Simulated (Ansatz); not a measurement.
These are Ansatz (a quantum-chemistry and plane-wave program) with PBE0-D4/def2-SVP values and carry that method's errors. No frequencies were computed at this level.

Ansatz 0.2 input:
```yaml
crystal:
  periodic: [false, false, false]
  atoms:
    - { symbol: B, position_ang: [3.768069, -0.524334, 0.030582] }
    - { symbol: C, position_ang: [2.244462, -0.568918, 0.073571] }
    - { symbol: C, position_ang: [1.361307, 0.461288, -0.131726] }
    - { symbol: C, position_ang: [-0.006413, 0.113954, -0.025341] }
    - { symbol: C, position_ang: [-1.153921, 0.937018, -0.179657] }
    - { symbol: B, position_ang: [-1.083233, 2.442658, -0.514436] }
    - { symbol: C, position_ang: [-2.388463, 0.310435, -0.012278] }
    - { symbol: C, position_ang: [-2.519394, -1.043277, 0.287641] }
    - { symbol: C, position_ang: [-1.404672, -1.84252, 0.435952] }
    - { symbol: C, position_ang: [-0.155244, -1.258323, 0.278781] }
    - { symbol: S, position_ang: [1.375345, -2.059261, 0.419284] }
    - { symbol: H, position_ang: [4.297141, 0.491653, -0.200536] }
    - { symbol: H, position_ang: [4.389975, -1.493712, 0.226601] }
    - { symbol: H, position_ang: [1.69896, 1.456508, -0.356561] }
    - { symbol: H, position_ang: [-0.06425, 2.993809, -0.663775] }
    - { symbol: H, position_ang: [-2.079612, 3.044955, -0.621031] }
    - { symbol: H, position_ang: [-3.285133, 0.903019, -0.120454] }
    - { symbol: H, position_ang: [-3.503731, -1.471956, 0.405385] }
    - { symbol: H, position_ang: [-1.491191, -2.892996, 0.667997] }
basis:
  gaussian: { orbitals: def2-svp }
hamiltonian:
  xc: pbe0
  dispersion: d4
relax:
  max_steps: 150
```

Output:

```
Functional definition: PBE0
2290 factors; integrals over basis functions are off by at most 3.8e-4 eV
mean field evaluation 1: about -20575.3540 eV, gradient 6.4e1 eV
mean field evaluation 2: about -20561.0674 eV, gradient 9.7e1 eV
mean field evaluation 4: about -20586.8597 eV, gradient 1.2e1 eV
mean field evaluation 8: about -20587.3283 eV, gradient 7.6e-1 eV
mean field evaluation 16: about -20587.3299 eV, gradient 5.5e-4 eV
mean field -20587.32987785 eV, -756.5704184176 hartree, gradient 4.0e-5 eV, S^2 0.000000; 0 other end points of the search recorded, 0 dependent functions left out
reference -20587.32991398 eV, -756.5704197452 hartree; 41, 41 occupied and 157, 157 virtual orbitals, 2290 factors
relax step   1: F+E_penalty+E_count = -20587.92462092 eV  Δ(F+E_penalty+E_count) = +0.000e0 eV  max|allowed force component| = 1.100e0 eV/Å  Δτ_max = 0.0000 Å  (32 SCF iters, accepted)
these checks for a lower state are left out or cut short: starts, cluster_reference, orbital_swaps, neighbouring_geometries, increment
2290 factors; integrals over basis functions are off by at most 3.8e-4 eV
mean field -20587.43680909 eV, -756.5743480681 hartree, gradient 1.7e-5 eV, S^2 0.000000; 0 other end points of the search recorded, 0 dependent functions left out
reference -20587.43684551 eV, -756.5743494066 hartree; 41, 41 occupied and 157, 157 virtual orbitals, 2290 factors
relax step   2: F+E_penalty+E_count = -20588.02953161 eV  Δ(F+E_penalty+E_count) = -1.049e-1 eV  max|allowed force component| = 3.458e-1 eV/Å  Δτ_max = 0.0409 Å  (34 SCF iters, accepted)
these checks for a lower state are left out or cut short: starts, cluster_reference, orbital_swaps, neighbouring_geometries, increment
2290 factors; integrals over basis functions are off by at most 3.8e-4 eV
mean field evaluation 32: about -20587.4478 eV, gradient 5.1e-4 eV
mean field -20587.44784282 eV, -756.5747535501 hartree, gradient 1.6e-5 eV, S^2 0.000000; 0 other end points of the search recorded, 0 dependent functions left out
reference -20587.44787936 eV, -756.5747548933 hartree; 41, 41 occupied and 157, 157 virtual orbitals, 2290 factors
relax step   3: F+E_penalty+E_count = -20588.03990695 eV  Δ(F+E_penalty+E_count) = -1.038e-2 eV  max|allowed force component| = 1.011e-1 eV/Å  Δτ_max = 0.0163 Å  (34 SCF iters, accepted)
these checks for a lower state are left out or cut short: starts, cluster_reference, orbital_swaps, neighbouring_geometries, increment
2290 factors; integrals over basis functions are off by at most 3.8e-4 eV
mean field -20587.44807419 eV, -756.5747620530 hartree, gradient 1.3e-5 eV, S^2 0.000000; 0 other end points of the search recorded, 0 dependent functions left out
reference -20587.44811075 eV, -756.5747633965 hartree; 41, 41 occupied and 157, 157 virtual orbitals, 2290 factors
relax step   4: F+E_penalty+E_count = -20588.04027285 eV  Δ(F+E_penalty+E_count) = -3.659e-4 eV  max|allowed force component| = 2.175e-2 eV/Å  Δτ_max = 0.0032 Å  (28 SCF iters, accepted)
these checks for a lower state are left out or cut short: starts, cluster_reference, orbital_swaps, neighbouring_geometries, increment
2290 factors; integrals over basis functions are off by at most 3.8e-4 eV
mean field -20587.44808392 eV, -756.5747624105 hartree, gradient 7.5e-5 eV, S^2 0.000000; 0 other end points of the search recorded, 0 dependent functions left out
reference -20587.44812048 eV, -756.5747637539 hartree; 41, 41 occupied and 157, 157 virtual orbitals, 2290 factors
relax step   5: F+E_penalty+E_count = -20588.04029108 eV  Δ(F+E_penalty+E_count) = -1.823e-5 eV  max|allowed force component| = 1.011e-2 eV/Å  Δτ_max = 0.0016 Å  (23 SCF iters, accepted)
these checks for a lower state are left out or cut short: starts, cluster_reference, orbital_swaps, neighbouring_geometries, increment
2290 factors; integrals over basis functions are off by at most 3.8e-4 eV
mean field -20587.44810368 eV, -756.5747631369 hartree, gradient 2.7e-5 eV, S^2 0.000000; 0 other end points of the search recorded, 0 dependent functions left out
reference -20587.44814024 eV, -756.5747644803 hartree; 41, 41 occupied and 157, 157 virtual orbitals, 2290 factors
relax step   6: F+E_penalty+E_count = -20588.04029810 eV  Δ(F+E_penalty+E_count) = -7.023e-6 eV  max|allowed force component| = 1.783e-3 eV/Å  Δτ_max = 0.0009 Å  (23 SCF iters, accepted)
2290 factors; integrals over basis functions are off by at most 3.8e-4 eV
mean field evaluation 64: about -20587.4481 eV, gradient 3.3e-3 eV
mean field -20587.44810368 eV, -756.5747631369 hartree, gradient 2.7e-5 eV, S^2 0.000000; 1 other end points of the search recorded, 0 dependent functions left out
reference -20587.44814024 eV, -756.5747644803 hartree; 41, 41 occupied and 157, 157 virtual orbitals, 2290 factors
Total energy: -20588.04033466 eV, -756.5965272239 hartree
Atom 0 at     3.775064    -0.538033     0.032420 Å, force     0.000690     0.000714     0.000214 eV/Å
Atom 1 at     2.249108    -0.580828     0.076633 Å, force    -0.000483    -0.001333    -0.000214 eV/Å
Atom 2 at     1.374996     0.467875    -0.134012 Å, force     0.000423    -0.000080     0.000151 eV/Å
Atom 3 at     0.000593     0.114733    -0.025187 Å, force    -0.000397    -0.001783     0.000959 eV/Å
Atom 4 at    -1.158808     0.935846    -0.179192 Å, force     0.000254    -0.000111    -0.000436 eV/Å
Atom 5 at    -1.097651     2.437934    -0.511117 Å, force     0.000233     0.000290    -0.000661 eV/Å
Atom 6 at    -2.402582     0.317776    -0.015005 Å, force    -0.000264    -0.000185    -0.000018 eV/Å
Atom 7 at    -2.531863    -1.048051     0.288069 Å, force    -0.000664     0.000176    -0.000485 eV/Å
Atom 8 at    -1.409405    -1.846314     0.437922 Å, force     0.001679    -0.000068     0.000155 eV/Å
Atom 9 at    -0.143627    -1.264754     0.281298 Å, force    -0.001105     0.001273    -0.000307 eV/Å
Atom 10 at     1.382392    -2.057092     0.420724 Å, force    -0.000511     0.000138     0.000058 eV/Å
Atom 11 at     4.319178     0.513041    -0.210687 Å, force    -0.000746     0.000117    -0.000198 eV/Å
Atom 12 at     4.433376    -1.530327     0.235262 Å, force     0.000386     0.000597    -0.000161 eV/Å
Atom 13 at     1.725472     1.474515    -0.363194 Å, force     0.000837     0.000072    -0.000047 eV/Å
Atom 14 at    -0.048854     3.018228    -0.663650 Å, force    -0.000223    -0.000050     0.000481 eV/Å
Atom 15 at    -2.130192     3.057388    -0.623232 Å, force     0.000114    -0.000113     0.000103 eV/Å
Atom 16 at    -3.305389     0.923399    -0.127621 Å, force     0.000195     0.000044     0.000263 eV/Å
Atom 17 at    -3.525224    -1.486718     0.406975 Å, force     0.000142     0.000033     0.000243 eV/Å
Atom 18 at    -1.506582    -2.908615     0.673595 Å, force    -0.000559     0.000268    -0.000100 eV/Å
Dipole moment:    -0.409811    -0.197521     0.052760 e Å
```

Cost: around 2.2 core-minutes (rough).
